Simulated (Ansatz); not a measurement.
`N#C[Si](Cl)(Cl)Cl` + `C#N` → `N#C[Si](Cl)(Cl)C#N` + HCl at 600 K and 1 bar (formal exchange of groups at the Si–Cl bond).

Program: Ansatz. Geometries: PBE0-D4/def2-TZVP. ΔE: electronic, gas phase. CCSD(T)/CBS adds triple-zeta CCSD(T) − MP2 to the extrapolated MP2 energy (def2 sets, frozen cores). This one scheme is used for every species.

| species | CCSD(T)/CBS energy (Eh) | H − E (kJ/mol) | S (J/(mol·K)) |
| --- | --- | --- | --- |
| `N#C[Si](Cl)(Cl)Cl` | -1761.31365 | 93.3 | 437.0 |
| `C#N` | -93.32098 | 64.3 | 228.4 |
| `N#C[Si](Cl)(Cl)C#N` | -1394.22558 | 118.1 | 466.6 |
| HCl | -460.38127 | 35.4 | 207.2 |

H − E and S are ideal-gas, rigid-rotor, harmonic terms from PBE0-D4/def2-TZVP. 1 Eh = 2625.50 kJ/mol, R = 8.31446 J/(mol·K).

**Question.** By hand: ΔE, ΔH, ΔS and ΔG.

**Answer.** ΔE = (-1394.22558) + (-460.38127) − (-1761.31365) − (-93.32098) = 0.02778 Eh = 72.9 kJ/mol. Δ(H − E) = 118.1 + 35.4 − 93.3 − 64.3 = -4.1, so ΔH = 68.8 kJ/mol. ΔS = 466.6 + 207.2 − 437.0 − 228.4 = 8.4 J/(mol·K). ΔG = 68.8 − 600 × (8.4)/1000 = 63.8 kJ/mol.

**Question.** By hand: the equilibrium constant, and the temperature at which ΔG would vanish if ΔH and ΔS stayed fixed.

**Answer.** log₁₀ K = −ΔG/(RT ln 10) = -5.6. ΔG = 0 at ΔH/ΔS = 8190 K, far beyond where these terms or the molecules hold.

The number of gas molecules stays the same, so ΔS is small and ΔH decides. A doubt of 5 kJ/mol in ΔE shifts log₁₀ K by 0.4 here. These are equilibria of isolated gas molecules and say nothing of rates. Largest T1 diagnostic: 0.014 (customary marks: 0.02 for closed shells, 0.045 for open ones).
